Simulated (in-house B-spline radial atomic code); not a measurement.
**Ionising Ge with different functionals**

Computed with an all-electron radial atomic-structure program (B-spline basis): four-component Dirac-Coulomb Hamiltonian, Fermi nucleus of rms radius 4.0742 fm, spin-restricted, spherical fractional occupations for the functionals, and exact exchange of hybrids averaged over the configuration. The ionisation energy is the difference of two self-consistent energies, [Ar] 3d10 4s2 4p2 → [Ar] 3d10 4s2 4p1, without Breit or QED terms; ε is the level of the shell that loses the electron (mean over j). The electron is taken from both j subshells in proportion to 2j + 1, so the result is a j average, not the step between ground levels.

```json
{"method": "B97-1", "rung": "global hybrid", "ΔSCF (eV)": "?", "-ε(4p) (eV)": "?"}
{"method": "LC-wPBE", "rung": "range-separated hybrid", "ΔSCF (eV)": "7.58", "-ε(4p) (eV)": "7.45"}
{"method": "wB97X", "rung": "range-separated hybrid", "ΔSCF (eV)": "7.53", "-ε(4p) (eV)": "7.17"}
{"method": "HSE06", "rung": "range-separated hybrid", "ΔSCF (eV)": "?", "-ε(4p) (eV)": "?"}
```

(1) What does B97-1 give?

(2) What does HSE06 give?

(3) Among the functionals, which spreads more, the ΔSCF values or the orbital energies?

(4) How do they compare with the NIST value?

## Answers

(1) ΔSCF 7.40 eV, and -ε(4p) = 4.68 eV.

(2) ΔSCF 7.50 eV, and -ε(4p) = 4.54 eV.

(3) The orbital energies: ΔSCF values span about 0.18 eV and the orbital energies 2.91 eV; here energy differences depend much less on the functional than eigenvalues do.

(4) NIST lists 7.899 eV (measured, ground level to ground level). Errors run from -0.50 to -0.32 eV; LC-wPBE is closest (-0.32 eV), but part of that can be cancellation, since the calculations leave out Breit-QED terms, spin polarisation, the choice among j levels, multiplet and fine-structure energies.
